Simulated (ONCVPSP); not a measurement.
# Reading a pseudo-wave (scandium)

Columns: radius, all-electron u(r) and pseudo u(r) of the 3p shell (level -36.87 eV) of scandium in the configuration [Ne] 3s2 3p6 3d1 4s1.5; PBEsol, scalar-relativistic, ONCV scheme, ONCVPSP 4.0.1.

```json
{"r (bohr)": "0.128", "all-electron": "-0.4420", "pseudo": "0.0437"}
{"r (bohr)": "0.255", "all-electron": "-0.4196", "pseudo": "0.1668"}
{"r (bohr)": "0.382", "all-electron": "-0.0367", "pseudo": "0.3493"}
{"r (bohr)": "0.510", "all-electron": "0.3840", "pseudo": "0.5593"}
{"r (bohr)": "0.638", "all-electron": "0.7038", "pseudo": "0.7542"}
{"r (bohr)": "0.765", "all-electron": "0.8965", "pseudo": "0.8978"}
{"r (bohr)": "0.893", "all-electron": "0.9826", "pseudo": "0.9744"}
{"r (bohr)": "1.020", "all-electron": "0.9895", "pseudo": "0.9845"}
{"r (bohr)": "1.148", "all-electron": "0.9455", "pseudo": "0.9439"}
{"r (bohr)": "1.275", "all-electron": "0.8726", "pseudo": "0.8724"}
{"r (bohr)": "1.402", "all-electron": "0.7858", "pseudo": "0.7858"}
{"r (bohr)": "1.530", "all-electron": "0.6943", "pseudo": "0.6943"}
{"r (bohr)": "1.658", "all-electron": "0.6051", "pseudo": "0.6051"}
{"r (bohr)": "1.785", "all-electron": "0.5225", "pseudo": "0.5225"}
{"r (bohr)": "1.912", "all-electron": "0.4476", "pseudo": "0.4476"}
{"r (bohr)": "2.040", "all-electron": "0.3805", "pseudo": "0.3805"}
{"r (bohr)": "2.168", "all-electron": "0.3218", "pseudo": "0.3218"}
{"r (bohr)": "2.295", "all-electron": "0.2715", "pseudo": "0.2715"}
{"r (bohr)": "2.422", "all-electron": "0.2284", "pseudo": "0.2284"}
{"r (bohr)": "2.550", "all-electron": "0.1913", "pseudo": "0.1913"}
{"r (bohr)": "2.678", "all-electron": "0.1600", "pseudo": "0.1600"}
{"r (bohr)": "2.805", "all-electron": "0.1337", "pseudo": "0.1337"}
{"r (bohr)": "2.932", "all-electron": "0.1116", "pseudo": "0.1116"}
{"r (bohr)": "3.060", "all-electron": "0.0928", "pseudo": "0.0928"}
{"r (bohr)": "3.188", "all-electron": "0.0771", "pseudo": "0.0771"}
{"r (bohr)": "3.315", "all-electron": "0.0641", "pseudo": "0.0641"}
```

(1) How many radial nodes do the two functions have?

(2) At about which radius was the pseudo-wave matched?

(3) Is the pseudo-wave norm-conserving?

## Answers

(1) The all-electron 3p function has n − l − 1 = 1; the pseudo-wave has 0, since the states of the same l below it are removed with the core.

(2) 1.45 bohr. The columns agree to 0.0005 from 1.27 bohr on; several derivatives are matched, so the curves merge somewhat inside the radius.

(3) Yes: the ONCV scheme keeps the norm inside the radius equal to the all-electron one, which fixes the energy derivative of the logarithmic derivative at the level.
